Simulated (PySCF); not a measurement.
**C₆ coefficients of unlike pairs at r2SCAN0**

Calculated with PySCF 2.14 from the dipole response of each species, C₆(A,B) = (3/π) ∫ α_A(iu) α_B(iu) du, in atomic units, from isotropic polarisabilities. For ions this is the dispersion term alone; charge-induced terms of lower order in 1/R come first.

```tsv
species	configuration	basis	relativity	α (bohr³)	C₆ (like pair)
Sc	[Ar] 3d1 4s2 (2D)	x2c-TZVPPall with one added diffuse shell each of s, p, d, f type (7s6p5d3f1g)	spin-free X2C	130.2	1670
Ga	[Ar] 3d10 4s2 4p1 (2P)	aug-cc-pwCVDZ-PP with ECP10MDF (6s5p4d1f)	core potential	55.65	484.9
Mg	[Ne] 3s2 (1S)	aug-cc-pVDZ-DK (5s4p2d)	spin-free X2C	75.29	698.4
```

Q: Estimate C₆ for Mg with Ga.

A: The integral gives 573.1. The combination rule 2 C_A C_B / (C_A α_B/α_A + C_B α_A/α_B) gives 577.8 and the geometric mean 581.9.

No spin-orbit coupling is included.

The other pairs:

| pair | C₆ |
| --- | --- |
| Mg, Sc | 1075 |
| Ga, Sc | 876.6 |
